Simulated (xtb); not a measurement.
F3In, charge -1, doublet, at a GFN2-xTB geometry (such geometries of metal compounds can be far from the true shape) (a state made from the parent by changing its charge; the spin is typed, not shown lowest); GFN2-xTB (xtb 6.7.1).

Input for xtb:
```
$ xtb mol.xyz --gfn 2 --chrg -1 --uhf 1 --etemp 3000 --json

# file mol.xyz
4

In    -0.00000000     0.00000000    -0.00000000
F     -1.95003473    -1.18606829     0.03491373
F      0.01763842     2.14457977    -0.78171535
F      1.93239631    -0.95851148     0.74680162
```

The log (banner, timings and long lists left out):

```
   ID    Z sym.   atoms
    1   49 In     1
    2    9 F      2-4

           -------------------------------------------------
          |                Calculation Setup                |
           -------------------------------------------------

           -------------------------------------------------
          |                 G F N 2 - x T B                 |
           -------------------------------------------------

          ...................................................
          :                      SETUP                      :
          :.................................................:
          :  # basis functions                  22          :
          :  # atomic orbitals                  21          :
          :  # shells                            9          :
          :  # electrons                        25          :
          :  max. iterations                   250          :
          :  Hamiltonian                  GFN2-xTB          :
          :  restarted?                      false          :
          :  GBSA solvation                  false          :
          :  PC potential                    false          :
          :  electronic temp.         3000.0000000     K    :
          :  accuracy                    1.0000000          :
          :  -> integral cutoff          0.2500000E+02      :
          :  -> integral neglect         0.1000000E-07      :
          :  -> SCF convergence          0.1000000E-05 Eh   :
          :  -> wf. convergence          0.1000000E-03 e    :
          :  Broyden damping             0.4000000          :
          :  net charge                         -1          :
          :  unpaired electrons                  1          :
          ...................................................

 iter      E             dE          RMSdq      gap      omega  full diag
   1    -15.8033022 -0.158033E+02  0.176E+01    5.81       0.0  T
   2    -15.8206412 -0.173390E-01  0.986E+00    6.22       1.0  T
   3    -15.8205164  0.124843E-03  0.222E+00    5.95       1.0  T
   4    -15.8210587 -0.542289E-03  0.295E-01    5.95       1.0  T
   5    -15.8209865  0.721512E-04  0.344E-01    6.00       1.0  T
   6    -15.8210744 -0.878567E-04  0.183E-02    6.00       2.7  T
   7    -15.8210743  0.221910E-07  0.743E-03    6.00       6.7  T
   8    -15.8210744 -0.726145E-07  0.355E-04    6.00     140.8  T
   9    -15.8210744  0.233236E-11  0.266E-04    6.00     188.1  T

   *** convergence criteria satisfied after 9 iterations ***

         :::::::::::::::::::::::::::::::::::::::::::::::::::::
         ::                     SUMMARY                     ::
         :::::::::::::::::::::::::::::::::::::::::::::::::::::
         :: total energy             -15.820840880194 Eh    ::
         :: gradient norm              0.005858567118 Eh/a0 ::
         :: HOMO-LUMO gap              6.001832693681 eV    ::
         ::.................................................::
         :: SCC energy               -15.821073743636 Eh    ::
         :: -> isotropic ES            0.181298964942 Eh    ::
         :: -> anisotropic ES          0.004991186131 Eh    ::
         :: -> anisotropic XC         -0.000845143614 Eh    ::
         :: -> dispersion             -0.001469538376 Eh    ::
         :: repulsion energy           0.000232863441 Eh    ::
         :: add. restraining           0.000000000000 Eh    ::
         :: total charge              -0.999999999994 e     ::
         :::::::::::::::::::::::::::::::::::::::::::::::::::::

           -------------------------------------------------
          |                Property Printout                |
           -------------------------------------------------

    * Orbital Energies and Occupations

         #    Occupation            Energy/Eh            Energy/eV
      -------------------------------------------------------------
         1        2.0000           -0.5683895             -15.4667
         2        2.0000           -0.5683895             -15.4667
         3        2.0000           -0.5619389             -15.2911
         4        2.0000           -0.3328359              -9.0569
         5        1.9915           -0.2788911              -7.5890
         6        1.9915           -0.2788910              -7.5890
         7        1.9844           -0.2730408              -7.4298
         8        1.9844           -0.2730407              -7.4298
         9        1.9834           -0.2724626              -7.4141
        10        1.9804           -0.2708435              -7.3700
        11        1.9804           -0.2708433              -7.3700
        12        1.9747           -0.2683898              -7.3033
        13        1.1295           -0.2155898              -5.8665 (HOMO)
        14        0.0000            0.0049735               0.1353 (LUMO)
        15                          0.1094370               2.9779
        16                          0.1094370               2.9779
        17                          0.1697719               4.6197
        18                          0.1697719               4.6197
        19                          0.2867936               7.8040
        20                          0.5652337              15.3808
        21                          0.5652337              15.3808
      -------------------------------------------------------------
                  HL-Gap            0.2205633 Eh            6.0018 eV
             Fermi-level           -0.1694537 Eh           -4.6111 eV

     #   Z          covCN         q      C6AA      α(0)
     1  49 In       1.816     0.322   362.627    42.404
     2   9 F        0.605    -0.441    14.094     4.428
     3   9 F        0.605    -0.441    14.094     4.428
     4   9 F        0.605    -0.441    14.094     4.428

 Mol. C6AA /au·bohr⁶  :        865.594286
 Mol. C8AA /au·bohr⁸  :      74714.112450
 Mol. α(0) /au        :         55.688176

Wiberg/Mayer (AO) data.
largest (>0.10) Wiberg bond orders for each atom

 ---------------------------------------------------------------------------
     #   Z sym  total        # sym  WBO       # sym  WBO       # sym  WBO
 ---------------------------------------------------------------------------
     1  49 In   2.116 --     2 F    0.705     4 F    0.705     3 F    0.705
     2   9 F    0.829 --     1 In   0.705
     3   9 F    0.829 --     1 In   0.705
     4   9 F    0.829 --     1 In   0.705
 ---------------------------------------------------------------------------

Topologies differ in total number of bonds
Writing topology from bond orders to xtbtopo.mol

molecular dipole:
                 x           y           z       tot (Debye)
 q only:       -0.000      -0.000       0.000
   full:       -0.000      -0.000       0.000       0.000
molecular quadrupole (traceless):
                xx          xy          yy          xz          yz          zz
 q only:       -5.493      -1.177      -4.047      -3.214       5.746       9.540
  q+dip:       -5.738      -1.229      -4.227      -3.357       6.002       9.965
   full:       -7.072      -1.515      -5.210      -4.138       7.398      12.282

           -------------------------------------------------
          | TOTAL ENERGY              -15.820840880194 Eh   |
          | GRADIENT NORM               0.005858567118 Eh/α |
          | HOMO-LUMO GAP               6.001832693681 eV   |
           -------------------------------------------------

normal termination of xtb
```
